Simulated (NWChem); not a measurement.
System: C3H6OSi; SMILES C1(=O)CC[SiH2]1

The following NWChem deck was run.

```
start job
memory heap 200 mb stack 900 mb global 1100 mb
geometry units angstroms noautosym nocenter noautoz
  O      0.434283    -2.086351     0.049975
  C      0.113275    -0.927416    -0.020905
  C     -1.313587    -0.317589    -0.095920
  C     -0.983241     1.198394     0.095899
  Si     0.902262     0.875114    -0.025976
  H     -1.744108    -0.533680    -1.083341
  H     -1.987123    -0.749951     0.654600
  H     -1.294250     1.568695     1.077467
  H     -1.423453     1.848367    -0.664124
  H      1.771990     1.300496     1.107677
  H      1.555217     1.285133    -1.302187
end
basis spherical
  * library 6-311g**
end
dft
  xc b3lyp
  iterations 150
end
tddft
  cis
  ecut -17.5
  nroots 6
  notriplet
end
task tddft energy
```

Output (shortened):

```
             Northwest Computational Chemistry Package (NWChem) 7.3.0
             --------------------------------------------------------

                             Geometry "geometry" -> ""
                             -------------------------

 Output coordinates in angstroms (scale by  1.889725989 to convert to a.u.)

  No.       Tag          Charge          X              Y              Z
 ---- ---------------- ---------- -------------- -------------- --------------
    1 O                    8.0000     0.43428300    -2.08635100     0.04997500
    2 C                    6.0000     0.11327500    -0.92741600    -0.02090500
    3 C                    6.0000    -1.31358700    -0.31758900    -0.09592000
    4 C                    6.0000    -0.98324100     1.19839400     0.09589900
    5 Si                  14.0000     0.90226200     0.87511400    -0.02597600
    6 H                    1.0000    -1.74410800    -0.53368000    -1.08334100
    7 H                    1.0000    -1.98712300    -0.74995100     0.65460000
    8 H                    1.0000    -1.29425000     1.56869500     1.07746700
    9 H                    1.0000    -1.42345300     1.84836700    -0.66412400
   10 H                    1.0000     1.77199000     1.30049600     1.10767700
   11 H                    1.0000     1.55521700     1.28513300    -1.30218700

 Effective nuclear repulsion energy (a.u.)     212.3330193775

                                 NWChem DFT Module
                                 -----------------

 Summary of "ao basis" -> "ao basis" (spherical)
 ------------------------------------------------------------------------------
       Tag                 Description            Shells   Functions and Types
 ---------------- ------------------------------  ------  ---------------------
 O                          6-311g**                 8       18   4s3p1d
 C                          6-311g**                 8       18   4s3p1d
 Si                         6-311g**                12       26   6s5p1d
 H                          6-311g**                 4        6   3s1p

[...]

                                NWChem TDDFT Module
                                -------------------

            General Information
            -------------------
           No. of orbitals :     268
            Alpha orbitals :     134
             Beta orbitals :     134
        Alpha frozen cores :       0
         Beta frozen cores :       0
     Alpha frozen virtuals :       0
      Beta frozen virtuals :       0
         Spin multiplicity :       1
    Number of AO functions :     134
        Use of symmetry is : off
      Symmetry adaption is : off
         Schwarz screening :  0.10D-07

              XC Information
              --------------
                  B3LYP Method XC Potential
              Hartree-Fock (Exact) Exchange   0.20
                 Slater Exchange Functional   0.80 local
             Becke 1988 Exchange Functional   0.72 non-local
       Lee-Yang-Parr Correlation Functional   0.81
           VWN I RPA Correlation Functional   0.19 local

             TDDFT Information
             -----------------
          Calculation type : Tamm-Dancoff TDDFT
         Wavefunction type : Restricted singlets
          No. of electrons :      46
           Alpha electrons :      23
            Beta electrons :      23
              No. of roots :       6
          Max subspacesize :    5200
            Max iterations :     100
               Target root :       1
           Target symmetry : none
             Energy Cutoff :-0.18D+02
      Symmetry restriction : off
                 Algorithm : Optimal
        Davidson threshold :  0.10D-03

    6 smallest eigenvalue differences (eV)
--------------------------------------------------------
  No. Spin  Occ  Vir  Irrep   E(Occ)    E(Vir)   E(Diff)
--------------------------------------------------------
    1    1    2   24 a       -19.127    -0.058   518.915
    2    1    2   25 a       -19.127    -0.010   520.210
    3    1    2   26 a       -19.127     0.026   521.195
    4    1    2   27 a       -19.127     0.060   522.099
    5    1    2   28 a       -19.127     0.071   522.401
    6    1    2   29 a       -19.127     0.074   522.498
--------------------------------------------------------

  Entering Davidson iterations
  Restricted singlet excited states

  Iter   NTrls   NConv    DeltaV     DeltaE      Time
  ----  ------  ------  ---------  ---------  ---------
    1      6       0     0.68E-01   0.10+100       23.8
    2     12       0     0.14E-01   0.54E-02       25.2
    3     18       0     0.45E-02   0.24E-03       25.5
    4     24       4     0.55E-03   0.79E-05       25.8
    5     26       6     0.48E-04   0.58E-07       18.5
  ----  ------  ------  ---------  ---------  ---------
  Convergence criterion met

  Ground state a        -482.687587887041 a.u.

  ----------------------------------------------------------------------------
  Root   1 singlet a             18.977179028 a.u.              516.3955 eV
  ----------------------------------------------------------------------------
     Transition Moments    X -0.00232   Y  0.00320   Z  0.05406
     Dipole Oscillator Strength                    0.0371714593
     Electric Quadrupole                           0.0017480072
     Magnetic Dipole                               0.0028319381
     Total Oscillator Strength                     0.0417514045

[...]
```

Level: B3LYP/6-311G** (spherical d), restricted-window TDA. Coordinates come from a B3LYP/6-31G* (spherical d) optimisation. The quadrupole and magnetic terms of the printed total strengths depend on the origin.
